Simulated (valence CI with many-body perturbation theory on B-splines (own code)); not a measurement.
## Os44+: what the settings do

Calculated by valence CI with perturbative core correlation (CI+MBPT): four valence electrons over a frozen Dirac-Fock core [Ar] 3d10, a basis of 6 s, 6 p, 5 d, 3 f, 1 g functions for each j, with the one-electron correlation potential Σ1 (screened to all orders), the two-electron term Σ2, the three-electron term Σ3, Breit, model QED; selected single and double excitations, second order for the rest, scaled by the run's own slope (own B-spline code, finite nucleus).

No measured spectrum was set against this ion. As an estimate, large intervals hold to a few tenths of a per cent, small ones and those within an open d or f shell to about a per cent.

The reference run has the lowest level (4s^2 4p1/2^2) J=0 and an ionisation energy of 2338.07 eV. Its largest variational space holds 10000 state functions.

Levels are named by their leading jj configuration (3d3/2^4 stands for four electrons in 3d with j = 3/2), which in mixed levels can hold well under half, so a name can repeat and another be missing. Letters in brackets count levels of one name in rising energy.

Reference levels: (4s^2 4p1/2 4p3/2) J=1 856610, (4s^2 4p1/2 4p3/2) J=2 892716, (4s 4p1/2^2 4p3/2) J=2 1673380, (4s^2 4p3/2^2) J=2 1776640, (4s 4p1/2^2 4p3/2) J=1 1796590, (4s^2 4p3/2^2) J=0 1854500, (4s^2 4p1/2 4d3/2) J=2 2148880, (4s^2 4p1/2 4d3/2) J=1 2302950, (4s^2 4p1/2 4d5/2) J=2 2385870, (4s^2 4p1/2 4d5/2) J=3 2407470, (4s 4p1/2 4p3/2^2) J=2 [a] 2537380, (4s 4p1/2 4p3/2^2) J=3 2591590 cm⁻¹.

Problem. Rank these changes by the mean size of the shift of these levels, smallest first.
A. natural orbitals for correlation on → off
B. correlating orbitals by l 3 3 3 2 1 → 2 2 1 1 0; natural orbitals for correlation on → off
C. screening of Σ1 on → off
D. orbitals per symmetry with explicit Σ2 and valence Breit (the others get mean screening factors) 5 → 3

Solution. D (18 cm⁻¹), C (150 cm⁻¹), A (240 cm⁻¹), B (350 cm⁻¹).
